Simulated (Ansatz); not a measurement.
One change: `C[SiH2][CH2][GaH2]` becomes `Cl[SiH2][CH2][GaH2]`.

Ansatz, PBE0-D4/def2-TZVP geometries, multiplicity 1. Each molecule was computed in one conformer, which needn't be the lowest. `Cl[SiH2][CH2][GaH2]` holds a close contact that its SMILES doesn't draw: Ga···Cl 2.78 Å.

Scalar relativity is left out up to krypton.

```json
{"property": "LUMO energy (ωB97M-V/def2-TZVPP) / eV", "`C[SiH2][CH2][GaH2]`": "0.21"}
{"property": "HOMO–LUMO gap (PBE0/def2-TZVPP) / eV", "`C[SiH2][CH2][GaH2]`": "6.37"}
{"property": "HOMO energy (PBE/def2-TZVPP) / eV", "`C[SiH2][CH2][GaH2]`": "-6.65"}
{"property": "LUMO energy (PBE0/def2-TZVPP) / eV", "`C[SiH2][CH2][GaH2]`": "-1.45"}
{"property": "size of the dipole moment (B3LYP/def2-TZVPP) / D", "`C[SiH2][CH2][GaH2]`": "1.43"}
{"property": "HOMO energy (PBE0/def2-TZVPP) / eV", "`C[SiH2][CH2][GaH2]`": "-7.82"}
```

What does the change do to each property? (An estimate is asked.)

Computed: 
```csv
property,`Cl[SiH2][CH2][GaH2]`,shift
LUMO energy (ωB97M-V/def2-TZVPP) / eV,0.81,0.60
HOMO–LUMO gap (PBE0/def2-TZVPP) / eV,7.06,0.69
HOMO energy (PBE/def2-TZVPP) / eV,-6.75,-0.10
LUMO energy (PBE0/def2-TZVPP) / eV,-0.87,0.58
size of the dipole moment (B3LYP/def2-TZVPP) / D,1.99,0.56
HOMO energy (PBE0/def2-TZVPP) / eV,-7.93,-0.11
```

With PBE0 the HOMO falls by 0.11 eV and the LUMO rises by 0.58 eV, so the gap widens by about 0.69 eV. PBE moves the HOMO by -0.10 eV and ωB97M-V by -0.11 eV. Dipoles are sizes alone; their direction can turn.

Positive LUMOs are unbound, so they and the gaps depend on the basis.

B3LYP here is the variant with VWN-RPA as its local correlation; programs differ in this.
